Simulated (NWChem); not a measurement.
System: C$_{4}$H$_{4}$N$_{2}$; SMILES C=C1N=CC=N1

Here is an NWChem input.

```
start job
memory heap 200 mb stack 900 mb global 1100 mb
geometry units angstroms noautoz
  C      0.000000     0.000000    -2.030673
  C      0.000000     0.000000    -0.686588
  N      0.000000    -1.181614     0.092307
  C      0.000000    -0.736987     1.312195
  C      0.000000     0.736987     1.312195
  N      0.000000     1.181614     0.092307
  H      0.000000     0.935792    -2.578185
  H      0.000000    -0.935792    -2.578185
  H      0.000000    -1.394661     2.176430
  H      0.000000     1.394661     2.176430
end
basis spherical
  * library def2-tzvp
end
dft
  xc xpbe96 cpbe96
  iterations 150
  semidirect filesize 400000000
  mulliken
end
task dft energy
```

Excerpt of the output:

```
             Northwest Computational Chemistry Package (NWChem) 7.3.0
             --------------------------------------------------------

 C2V symmetry detected

                             Geometry "geometry" -> ""
                             -------------------------

 Output coordinates in angstroms (scale by  1.889725989 to convert to a.u.)

  No.       Tag          Charge          X              Y              Z
 ---- ---------------- ---------- -------------- -------------- --------------
    1 C                    6.0000     0.00000000     0.00000000    -2.02904352
    2 C                    6.0000     0.00000000     0.00000000    -0.68495852
    3 N                    7.0000     0.00000000    -1.18161400     0.09393648
    4 C                    6.0000     0.00000000    -0.73698700     1.31382448
    5 C                    6.0000     0.00000000     0.73698700     1.31382448
    6 N                    7.0000     0.00000000     1.18161400     0.09393648
    7 H                    1.0000     0.00000000     0.93579200    -2.57655552
    8 H                    1.0000     0.00000000    -0.93579200    -2.57655552
    9 H                    1.0000     0.00000000    -1.39466100     2.17805948
   10 H                    1.0000     0.00000000     1.39466100     2.17805948

 Effective nuclear repulsion energy (a.u.)     206.2082104342

      Symmetry information
      --------------------

 Group name             C2v
 Group number             16
 Group order               4
 No. of unique centers     6

  pbe96 is a nonlocal functional; adding pw91lda local functional.

                                 NWChem DFT Module
                                 -----------------

 Summary of "ao basis" -> "ao basis" (spherical)
 ------------------------------------------------------------------------------
       Tag                 Description            Shells   Functions and Types
 ---------------- ------------------------------  ------  ---------------------
 C                         def2-tzvp                11       31   5s3p2d1f
 N                         def2-tzvp                11       31   5s3p2d1f
 H                         def2-tzvp                 4        6   3s1p

      Symmetry analysis of basis
      --------------------------

        a1         80
        a2         28
        b1         36
        b2         66

            General Information
            -------------------
          SCF calculation type: DFT
          Wavefunction type:  closed shell.
          No. of atoms     :    10
          No. of electrons :    42
           Alpha electrons :    21
            Beta electrons :    21
          Charge           :     0
          Spin multiplicity:     1
          Use of symmetry is: on ; symmetry adaption is: on
          Maximum number of iterations: 150
          AO basis - number of functions:   210
                     number of shells:    82
          Convergence on energy requested:  1.00D-06
          Convergence on density requested:  1.00D-05
          Convergence on gradient requested:  5.00D-04

              XC Information
              --------------
          PerdewBurkeErnzerhof Exchange Functional  1.000
            Perdew 1991 LDA Correlation Functional  1.000 local
           PerdewBurkeErnz. Correlation Functional  1.000 non-local

             Grid Information
             ----------------
          Grid used for XC integration:  medium
          Radial quadrature: Mura-Knowles
          Angular quadrature: Lebedev.
          Tag              B.-S. Rad. Rad. Pts. Rad. Cut. Ang. Pts.
          ---              ---------- --------- --------- ---------
          C                   0.70       49          12.0       434
          N                   0.65       49          10.0       434
          H                   0.35       45          13.0       434
          Grid pruning is: on
          Number of quadrature shells:   286
          Spatial weights used:  Erf1

      Superposition of Atomic Density Guess
      -------------------------------------

 Sum of atomic energies:        -261.30765323

      Non-variational initial energy
      ------------------------------

 Total energy =    -265.031434
 1-e energy   =    -760.300091
 2-e energy   =     289.060446
 HOMO         =      -0.303252
 LUMO         =      -0.118737

      Symmetry analysis of molecular orbitals - initial
      -------------------------------------------------

  Numbering of irreducible representations:

     1 a1          2 a2          3 b1          4 b2

  Orbital symmetries:

     1 a1          2 b2          3 a1          4 a1          5 a1
     6 b2          7 a1          8 b2          9 a1         10 a1
    11 b2         12 a1         13 a1         14 b2         15 b1
    16 a1         17 b2         18 a2         19 b2         20 a1
    21 b1         22 b1         23 a2         24 b1         25 a1
    26 a1         27 b2         28 b2         29 a1         30 b2
    31 a1

------------------------------------------------------------
EAF file 0: "./job.aoints.0" size=348127232 bytes
------------------------------------------------------------
               write      read    awrite     aread      wait
               -----      ----    ------     -----      ----
     calls:      664         0         0         0         0
   data(b): 3.48e+08  0.00e+00  0.00e+00  0.00e+00
   time(s): 0.00e+00  0.00e+00  0.00e+00  0.00e+00  0.00e+00
rate(mb/s): 0.00e+00  0.00e+00
------------------------------------------------------------

     ---------------------------------------------
      Total Density - Mulliken Population Analysis
     ---------------------------------------------

    Atom       Charge   Shell Charges
 -----------   ------   -------------------------------------------------------
    1 C    6     6.35   0.86  1.12  0.57  0.67  0.15  1.21  1.26  0.47  0.01  0.02  0.01
    2 C    6     5.55   0.86  1.12  0.55  0.59  0.03  1.07  1.02  0.15  0.03  0.11  0.02
    3 N    7     7.55   0.82  1.15  0.60  0.89  0.20  1.48  1.72  0.62  0.01  0.05  0.00
    4 C    6     5.82   0.86  1.12  0.57  0.60  0.10  1.09  1.09  0.29  0.03  0.06  0.01
    5 C    6     5.82   0.86  1.12  0.57  0.60  0.10  1.09  1.09  0.29  0.03  0.06  0.01
    6 N    7     7.55   0.82  1.15  0.60  0.89  0.20  1.48  1.72  0.62  0.01  0.05  0.00
    7 H    1     0.83   0.24  0.45  0.12  0.02
    8 H    1     0.83   0.24  0.45  0.12  0.02
    9 H    1     0.85   0.24  0.46  0.13  0.02
   10 H    1     0.85   0.24  0.46  0.13  0.02

   convergence    iter        energy       DeltaE   RMS-Dens  Diis-err
 ---------------- ----- ----------------- --------- --------- ---------
 d= 0,ls=0.0,diis     1   -263.9651104329 -4.70D+02  6.14D-03  1.17D+00
 d= 0,ls=0.0,diis     2   -263.7563199612  2.09D-01  4.91D-03  2.57D+00
 d= 0,ls=0.0,diis     3   -263.9562985812 -2.00D-01  2.64D-03  7.90D-01
 d= 0,ls=0.0,diis     4   -264.0326552552 -7.64D-02  1.38D-03  1.90D-01
 d= 0,ls=0.0,diis     5   -264.0613514131 -2.87D-02  6.03D-04  1.52D-02
  Resetting Diis
 d= 0,ls=0.0,diis     6   -264.0628997178 -1.55D-03  1.95D-04  3.90D-03
 d= 0,ls=0.0,diis     7   -264.0633819670 -4.82D-04  9.64D-05  2.28D-04
 d= 0,ls=0.0,diis     8   -264.0632829715  9.90D-05  7.09D-05  1.02D-03
 d= 0,ls=0.0,diis     9   -264.0634061313 -1.23D-04  2.58D-05  2.96D-05
 d= 0,ls=0.0,diis    10   -264.0634095592 -3.43D-06  4.98D-06  2.77D-06
 d= 0,ls=0.0,diis    11   -264.0634099248 -3.66D-07  1.74D-06  5.05D-07

         Total DFT energy =     -264.063409924807
      One electron energy =     -764.572748754230
           Coulomb energy =      330.944589134977
    Exchange-Corr. energy =      -36.643460739711
 Nuclear repulsion energy =      206.208210434157

 Numeric. integr. density =       41.999988707696

                  Occupations of the irreducible representations
                  ----------------------------------------------

                     irrep           alpha         beta
                     --------     --------     --------
                     a1               11.0         11.0
                     a2                1.0          1.0
                     b1                2.0          2.0
                     b2                7.0          7.0

                       DFT Final Molecular Orbital Analysis
                       ------------------------------------

 Vector   19  Occ=2.000000D+00  E=-2.641236D-01  Symmetry=a1
              MO Center=  6.6D-14,  1.2D-13,  3.9D-01, r^2= 3.0D+00
   Bfn.  Coefficient  Atom+Function         Bfn.  Coefficient  Atom+Function
  ----- ------------  ---------------      ----- ------------  ---------------
    35      0.218443   2 C  s                69      0.196138   3 N  py
   162     -0.196138   6 N  py               66     -0.189561   3 N  s
   159     -0.189561   6 N  s               100     -0.182222   4 C  py
   131      0.182222   5 C  py               72      0.152181   3 N  py
   165     -0.152181   6 N  py               45     -0.138901   2 C  pz

 Vector   20  Occ=2.000000D+00  E=-2.624608D-01  Symmetry=b1
              MO Center= -6.4D-14, -1.2D-14, -5.4D-01, r^2= 3.3D+00
   Bfn.  Coefficient  Atom+Function         Bfn.  Coefficient  Atom+Function
  ----- ------------  ---------------      ----- ------------  ---------------
     6      0.271417   1 C  px                9      0.239409   1 C  px
    37      0.231466   2 C  px               40      0.200358   2 C  px
    99     -0.181943   4 C  px              130     -0.181943   5 C  px
   102     -0.163958   4 C  px              133     -0.163958   5 C  px
    12      0.151642   1 C  px              105     -0.094763   4 C  px

 Vector   21  Occ=2.000000D+00  E=-2.403987D-01  Symmetry=b2
              MO Center= -3.1D-13, -1.3D-13,  7.5D-02, r^2= 2.8D+00
   Bfn.  Coefficient  Atom+Function         Bfn.  Coefficient  Atom+Function
  ----- ------------  ---------------      ----- ------------  ---------------
    69      0.296208   3 N  py              162      0.296208   6 N  py
    72      0.237744   3 N  py              165      0.237744   6 N  py
    75      0.206558   3 N  py              168      0.206558   6 N  py
    66     -0.165481   3 N  s               159      0.165481   6 N  s
    38     -0.138165   2 C  py               44      0.125168   2 C  py

 Vector   22  Occ=0.000000D+00  E=-1.350547D-01  Symmetry=b1
              MO Center=  4.1D-16,  2.4D-15, -3.5D-01, r^2= 3.9D+00
   Bfn.  Coefficient  Atom+Function         Bfn.  Coefficient  Atom+Function
  ----- ------------  ---------------      ----- ------------  ---------------
    12      0.303306   1 C  px                6      0.282982   1 C  px
     9      0.259671   1 C  px               68     -0.180443   3 N  px
   161     -0.180443   6 N  px               99      0.177796   4 C  px
   130      0.177796   5 C  px              102      0.168525   4 C  px
   133      0.168525   5 C  px              105      0.161400   4 C  px

 Vector   23  Occ=0.000000D+00  E=-2.710278D-03  Symmetry=a2
              MO Center=  7.3D-16,  6.9D-14,  1.0D+00, r^2= 2.7D+00
   Bfn.  Coefficient  Atom+Function         Bfn.  Coefficient  Atom+Function
  ----- ------------  ---------------      ----- ------------  ---------------
   105      0.579099   4 C  px              136     -0.579099   5 C  px
    74     -0.326644   3 N  px              167      0.326644   6 N  px
    99      0.301036   4 C  px              130     -0.301036   5 C  px
   102      0.295153   4 C  px              133     -0.295153   5 C  px
    68     -0.195254   3 N  px              161      0.195254   6 N  px

 Vector   24  Occ=0.000000D+00  E= 2.133732D-02  Symmetry=b1
              MO Center=  1.4D-15, -7.9D-14, -6.4D-01, r^2= 3.0D+00
   Bfn.  Coefficient  Atom+Function         Bfn.  Coefficient  Atom+Function
  ----- ------------  ---------------      ----- ------------  ---------------
    43      0.629694   2 C  px               12     -0.540200   1 C  px
    40      0.392483   2 C  px               74     -0.377716   3 N  px
   167     -0.377716   6 N  px               37      0.374042   2 C  px
    68     -0.224703   3 N  px              161     -0.224703   6 N  px
    71     -0.183982   3 N  px              164     -0.183982   6 N  px

------------------------------------------------------------
EAF file 0: "./job.aoints.0" size=425721856 bytes
------------------------------------------------------------
               write      read    awrite     aread      wait
               -----      ----    ------     -----      ----
     calls:      812        10         0      8110      8110
   data(b): 4.26e+08  5.24e+06  0.00e+00  4.25e+09
   time(s): 0.00e+00  0.00e+00  0.00e+00  0.00e+00  0.00e+00
rate(mb/s): 0.00e+00  0.00e+00
------------------------------------------------------------

     ---------------------------------------------
      Total Density - Mulliken Population Analysis
     ---------------------------------------------

    Atom       Charge   Shell Charges
 -----------   ------   -------------------------------------------------------
    1 C    6     6.21   0.86  1.11  0.55  0.63  0.15  1.31  1.17  0.40  0.01  0.02  0.00
    2 C    6     5.89   0.86  1.11  0.54  0.62  0.04  1.30  1.03  0.21  0.03  0.13  0.02
    3 N    7     7.16   0.82  1.15  0.58  0.87  0.14  1.49  1.48  0.56  0.01  0.05  0.00
    4 C    6     6.06   0.86  1.11  0.55  0.60  0.11  1.31  1.12  0.29  0.03  0.08  0.01
    5 C    6     6.06   0.86  1.11  0.55  0.60  0.11  1.31  1.12  0.29  0.03  0.08  0.01
    6 N    7     7.16   0.82  1.15  0.58  0.87  0.14  1.49  1.48  0.56  0.01  0.05  0.00
    7 H    1     0.85   0.27  0.46  0.10  0.02
    8 H    1     0.85   0.27  0.46  0.10  0.02
    9 H    1     0.88   0.27  0.47  0.11  0.02
   10 H    1     0.88   0.27  0.47  0.11  0.02

     -------------------------------------------
      Total Density - Lowdin Population Analysis
     -------------------------------------------

    Atom       Charge   Shell Charges
 -----------   ------   -------------------------------------------------------
    1 C    6     6.07   0.91  1.04  0.38  0.37  0.18  1.12  1.27  0.57  0.02  0.19  0.03
    2 C    6     6.33   0.91  1.03  0.35  0.30  0.15  1.10  1.17  0.54  0.05  0.64  0.09
    3 N    7     6.85   0.89  1.07  0.45  0.44  0.24  1.32  1.50  0.72  0.01  0.19  0.02
    4 C    6     6.22   0.91  1.04  0.37  0.33  0.17  1.11  1.22  0.53  0.04  0.44  0.07
    5 C    6     6.22   0.91  1.04  0.37  0.33  0.17  1.11  1.22  0.53  0.04  0.44  0.07
    6 N    7     6.85   0.89  1.07  0.45  0.44  0.24  1.32  1.50  0.72  0.01  0.19  0.02
    7 H    1     0.86   0.25  0.38  0.16  0.06
    8 H    1     0.86   0.25  0.38  0.16  0.06
    9 H    1     0.87   0.25  0.39  0.16  0.06
   10 H    1     0.87   0.25  0.39  0.16  0.06

     Multipole analysis of the density
     ---------------------------------

     L   x y z        total         alpha         beta         nuclear
     -   - - -        -----         -----         ----         -------
     0   0 0 0      0.000000    -21.000000    -21.000000     42.000000

     1   1 0 0     -0.000000     -0.000000     -0.000000      0.000000
     1   0 1 0     -0.000000     -0.000000     -0.000000     -0.000000
     1   0 0 1      0.190958      0.095479      0.095479      0.000000

     2   2 0 0    -26.807015    -13.403508    -13.403508      0.000000
     2   1 1 0     -0.000000     -0.000000     -0.000000      0.000000
     2   1 0 1      0.000000      0.000000      0.000000      0.000000
     2   0 2 0    -29.477393    -71.351374    -71.351374    113.225354
     2   0 1 1     -0.000000     -0.000000     -0.000000      0.000000
     2   0 0 2    -18.200116   -136.086090   -136.086090    253.972064
```

Level: PBE/def2-TZVP. The geometry was optimised at B3LYP/6-31G* (spherical d).
